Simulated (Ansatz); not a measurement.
Ansatz (a first-principles code) job for 3-ethenylthietane (C₅H₈S), SMILES C1C(C=C)CS1, PBE-D3(BJ)/def2-SVP. 

Ansatz 0.2 input:
```yaml
crystal:
  periodic: [false, false, false]
  atoms:
    - {symbol: C, position_ang: [2.95811479, 0.18367879, -0.00000000]}
    - {symbol: C, position_ang: [1.76268538, -0.41249556, -0.00000000]}
    - {symbol: C, position_ang: [0.44522323, 0.29768556, 0.00000000]}
    - {symbol: C, position_ang: [-0.53685312, -0.05917442, 1.14483069]}
    - {symbol: S, position_ang: [-1.99267446, 0.02563160, 0.00000000]}
    - {symbol: C, position_ang: [-0.53685313, -0.05917442, -1.14483069]}
    - {symbol: H, position_ang: [3.05029877, 1.27495895, -0.00000001]}
    - {symbol: H, position_ang: [3.88742603, -0.39240294, -0.00000000]}
    - {symbol: H, position_ang: [1.70938050, -1.50968459, 0.00000000]}
    - {symbol: H, position_ang: [0.60937033, 1.38650595, -0.00000000]}
    - {symbol: H, position_ang: [-0.39349863, -1.08080811, 1.53116009]}
    - {symbol: H, position_ang: [-0.57029492, 0.64450684, 1.98858450]}
    - {symbol: H, position_ang: [-0.57029492, 0.64450684, -1.98858450]}
    - {symbol: H, position_ang: [-0.39349863, -1.08080811, -1.53116009]}
basis:
  gaussian:
    orbitals: def2-SVP
hamiltonian:
  xc: pbe
  dispersion: d3bj
relax: {f_tol: 0.002, max_steps: 200}
```

It prints:

```
WARN ansatz: RAYON_NUM_THREADS=1 ignored (pool sized by the plan → 1); use --threads N
Functional definition: PBE
integrals: 0.08 GiB planned
1459 factors; their error is unknown
mean field: 0.43 GiB planned
mean field evaluation 1: about -16117.5063 eV, gradient 6.9e1 eV
mean field evaluation 2: about -16092.9963 eV, gradient 1.2e2 eV
mean field evaluation 4: about -16130.0694 eV, gradient 1.3e1 eV
mean field evaluation 8: about -16130.4935 eV, gradient 2.1e-1 eV
mean field evaluation 16: about -16130.4123 eV, gradient 6.4e-4 eV
mean field -16130.41233222 eV, -592.7817196230 hartree, gradient 3.8e-5 eV, S^2 0.000000; 0 other end points of the search recorded, 0 dependent functions left out
the calculation of the forces begins
reference -16130.41236644 eV, -592.7817208806 hartree; 27, 27 occupied and 101, 101 virtual orbitals, 1459 factors
relax step   1: F+E_penalty+E_count = -16130.76264636 eV  Δ(F+E_penalty+E_count) = +0.000e0 eV  max|allowed force component| = 3.875e-1 eV/Å  Δτ_max = 0.0000 Å  (31 SCF iters, accepted)
these checks for a lower state are left out or cut short: starts, cluster_reference, orbital_swaps, neighbouring_geometries, increment
integrals: 0.08 GiB planned
1459 factors; their error is unknown
mean field: 0.42 GiB planned
mean field -16130.42438699 eV, -592.7821626275 hartree, gradient 1.1e-5 eV, S^2 0.000000; 0 other end points of the search recorded, 0 dependent functions left out
the calculation of the forces begins
reference -16130.42442130 eV, -592.7821638884 hartree; 27, 27 occupied and 101, 101 virtual orbitals, 1459 factors
relax step   2: F+E_penalty+E_count = -16130.77390195 eV  Δ(F+E_penalty+E_count) = -1.126e-2 eV  max|allowed force component| = 8.163e-2 eV/Å  Δτ_max = 0.0120 Å  (34 SCF iters, accepted)
these checks for a lower state are left out or cut short: starts, cluster_reference, orbital_swaps, neighbouring_geometries, increment
integrals: 0.08 GiB planned
1459 factors; their error is unknown
mean field: 0.42 GiB planned
mean field evaluation 32: about -16130.4258 eV, gradient 1.9e-4 eV
mean field -16130.42574935 eV, -592.7822126934 hartree, gradient 1.1e-5 eV, S^2 0.000000; 0 other end points of the search recorded, 0 dependent functions left out
the calculation of the forces begins
reference -16130.42578368 eV, -592.7822139549 hartree; 27, 27 occupied and 101, 101 virtual orbitals, 1459 factors
relax step   3: F+E_penalty+E_count = -16130.77495319 eV  Δ(F+E_penalty+E_count) = -1.051e-3 eV  max|allowed force component| = 1.340e-2 eV/Å  Δτ_max = 0.0084 Å  (34 SCF iters, accepted)
these checks for a lower state are left out or cut short: starts, cluster_reference, orbital_swaps, neighbouring_geometries, increment
integrals: 0.08 GiB planned
1459 factors; their error is unknown
mean field: 0.42 GiB planned
mean field -16130.42588589 eV, -592.7822177112 hartree, gradient 1.1e-5 eV, S^2 0.000000; 0 other end points of the search recorded, 0 dependent functions left out
the calculation of the forces begins
reference -16130.42592022 eV, -592.7822189726 hartree; 27, 27 occupied and 101, 101 virtual orbitals, 1459 factors
relax step   4: F+E_penalty+E_count = -16130.77506615 eV  Δ(F+E_penalty+E_count) = -1.130e-4 eV  max|allowed force component| = 9.394e-3 eV/Å  Δτ_max = 0.0073 Å  (35 SCF iters, accepted)
these checks for a lower state are left out or cut short: starts, cluster_reference, orbital_swaps, neighbouring_geometries, increment
integrals: 0.08 GiB planned
1459 factors; their error is unknown
mean field: 0.42 GiB planned
mean field -16130.42608020 eV, -592.7822248519 hartree, gradient 1.1e-5 eV, S^2 0.000000; 0 other end points of the search recorded, 0 dependent functions left out
the calculation of the forces begins
reference -16130.42611449 eV, -592.7822261119 hartree; 27, 27 occupied and 101, 101 virtual orbitals, 1459 factors
relax step   5: F+E_penalty+E_count = -16130.77524552 eV  Δ(F+E_penalty+E_count) = -1.794e-4 eV  max|allowed force component| = 1.102e-2 eV/Å  Δτ_max = 0.0233 Å  (33 SCF iters, accepted)
these checks for a lower state are left out or cut short: starts, cluster_reference, orbital_swaps, neighbouring_geometries, increment
integrals: 0.08 GiB planned
1459 factors; their error is unknown
mean field: 0.42 GiB planned
mean field -16130.42605561 eV, -592.7822239483 hartree, gradient 1.2e-5 eV, S^2 0.000000; 0 other end points of the search recorded, 0 dependent functions left out
the calculation of the forces begins
reference -16130.42608990 eV, -592.7822252082 hartree; 27, 27 occupied and 101, 101 virtual orbitals, 1459 factors
relax step   6: F+E_penalty+E_count = -16130.77525600 eV  Δ(F+E_penalty+E_count) = -1.048e-5 eV  max|allowed force component| = 5.739e-3 eV/Å  Δτ_max = 0.0024 Å  (24 SCF iters, accepted)
these checks for a lower state are left out or cut short: starts, cluster_reference, orbital_swaps, neighbouring_geometries, increment
integrals: 0.08 GiB planned
1459 factors; their error is unknown
mean field: 0.42 GiB planned
mean field evaluation 64: about -16130.4261 eV, gradient 5.5e-5 eV
mean field -16130.42605919 eV, -592.7822240797 hartree, gradient 5.5e-5 eV, S^2 0.000000; 0 other end points of the search recorded, 0 dependent functions left out
the calculation of the forces begins
reference -16130.42609347 eV, -592.7822253396 hartree; 27, 27 occupied and 101, 101 virtual orbitals, 1459 factors
relax step   7: F+E_penalty+E_count = -16130.77525916 eV  Δ(F+E_penalty+E_count) = -3.164e-6 eV  max|allowed force component| = 1.036e-3 eV/Å  Δτ_max = 0.0004 Å  (21 SCF iters, accepted)
integrals: 0.08 GiB planned
1459 factors; their error is unknown
mean field: 0.42 GiB planned
mean field -16130.42605919 eV, -592.7822240797 hartree, gradient 5.5e-5 eV, S^2 0.000000; 1 other end points of the search recorded, 0 dependent functions left out
the calculation of the forces begins
reference -16130.42609347 eV, -592.7822253396 hartree; 27, 27 occupied and 101, 101 virtual orbitals, 1459 factors
Total energy: -16130.77529344 eV, -592.7950582018 hartree
Atom 0 at     2.968649     0.192765    -0.000000 Å, force    -0.000558     0.000136    -0.000000 eV/Å
Atom 1 at     1.766994    -0.410501    -0.000000 Å, force    -0.000499    -0.000394    -0.000000 eV/Å
Atom 2 at     0.445976     0.295493    -0.000000 Å, force     0.001036     0.000425    -0.000000 eV/Å
Atom 3 at    -0.542156    -0.061938     1.142677 Å, force    -0.000135     0.000024     0.000948 eV/Å
Atom 4 at    -1.997120     0.073765     0.000000 Å, force     0.000494     0.000101    -0.000000 eV/Å
Atom 5 at    -0.542156    -0.061938    -1.142677 Å, force    -0.000135     0.000024    -0.000948 eV/Å
Atom 6 at     3.056427     1.292453    -0.000000 Å, force     0.000216    -0.000002     0.000000 eV/Å
Atom 7 at     3.906335    -0.384528    -0.000000 Å, force    -0.000052    -0.000008    -0.000000 eV/Å
Atom 8 at     1.717159    -1.516255    -0.000000 Å, force     0.000166    -0.000144    -0.000000 eV/Å
Atom 9 at     0.605254     1.393690    -0.000000 Å, force    -0.000541    -0.000005     0.000000 eV/Å
Atom 10 at    -0.417847    -1.103011     1.509155 Å, force     0.000089    -0.000075    -0.000041 eV/Å
Atom 11 at    -0.560568     0.627971     2.008948 Å, force    -0.000085    -0.000002    -0.000055 eV/Å
Atom 12 at    -0.560568     0.627971    -2.008948 Å, force    -0.000085    -0.000002     0.000055 eV/Å
Atom 13 at    -0.417847    -1.103011    -1.509155 Å, force     0.000089    -0.000075     0.000041 eV/Å
Dipole moment:     0.349752    -0.019151    -0.000000 e Å
```

The run converged.
